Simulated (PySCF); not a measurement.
Compound: C3H11ClSi3.
Numbering: `[SiH3:1][CH2:2][C@@H:3]1[CH2:4][Si@@H:5]([Cl:6])[SiH2:7]1` (hydrogens: H8, H9, H10 on Si1; H11, H12 on C2; H13 on C3; H14, H15 on C4; H16 on Si5; H17, H18 on Si7)

Theory: TDDFT B3LYP/def2-SVPD, vertical, gas phase, core orbitals frozen in the response in PySCF 2.14.0, density-fitted response routines. The structure is a single GFN2-xTB conformer in the gas phase; no vibrational or solvent corrections. Torsions of this conformer, `[SiH3:1][CH2:2][C@@H:3]1[CH2:4][Si@@H:5]([Cl:6])[SiH2:7]1`: Si1–C2–C3–C4 -174°.

Kohn–Sham orbitals with the atoms that hold most of them (Löwdin shares over 4%, at most four atoms; ? is withheld):

```tsv
orbital	ε (eV)	atoms
HOMO-3	-9.04	Cl6 52%, C2 10%, Si5 7%, C3 6%
HOMO-2	-8.08	C2 19%, C3 16%, C4 14%, Si1 12%
HOMO-1	-7.61	?
HOMO	?	Si7 26%, Si5 24%, Cl6 18%, C4 10%
LUMO	-0.82	?
LUMO+1	-0.42	Si7 24%, Si5 15%, Cl6 12%, Si1 8%
LUMO+2	-0.07	Si5 26%, Si7 20%, Cl6 9%, H16 8%
```

Give the leading atoms of the HOMO-1.

C3 (bonded to 2 C, Si and H) 20%; C4 (bonded to C, Si and 2 H) 18%; Si5 (bonded to C, Cl, Si and H) 12%; Si7 (bonded to C, Si and 2 H) 11%. By element: carbon 38% or more, silicon 23% or more.

Which atoms hold the LUMO, and with what shares?

Si5 (bonded to C, Cl, Si and H) 27%; Si7 (bonded to C, Si and 2 H) 23%; Cl6 (bonded to Si) 11%; C4 (bonded to C, Si and 2 H) 8%. By element: silicon 50% or more, chlorine 11%, carbon 8% or more.

What is the HOMO energy, and the HOMO–LUMO gap?

ε(HOMO) = -7.42 eV; the gap is 6.60 eV (0.2424 hartree).

The HOMO–LUMO gap is 6.60 eV. Where does the response calculation put the lowest singlet, and from which orbitals?

S1 is at 5.61 eV (f = 0.010), 0.99 eV below the gap, made of HOMO→LUMO (97%). 

One configuration dominates each of S1, S2, S4 and S8. Which, and how do the shares of the two leading atoms of either orbital change from the occupied to the empty one?

- S1 (5.61 eV, f 0.010), HOMO→LUMO (97%): Si7 26% → 23%, Si5 24% → 27%
- S2 (5.74 eV, f 0.0009), HOMO-1→LUMO (98%): C3 20% → at most 9%, C4 18% → 8%, Si5 12% → 27%, Si7 11% → 23%
- S4 (6.35 eV, f 0.015), HOMO-2→LUMO (90%): C2 19% → at most 9%, C3 16% → at most 9%, Si5 at most 13% → 27%, Si7 at most 13% → 23%
- S8 (6.77 eV, f 0.017), HOMO-2→LUMO+1 (81%): C2 19% → at most 9%, C3 16% → at most 9%, Si7 at most 13% → 24%, Si5 at most 13% → 15%

Löwdin shares depend on the basis, the more so with diffuse functions.
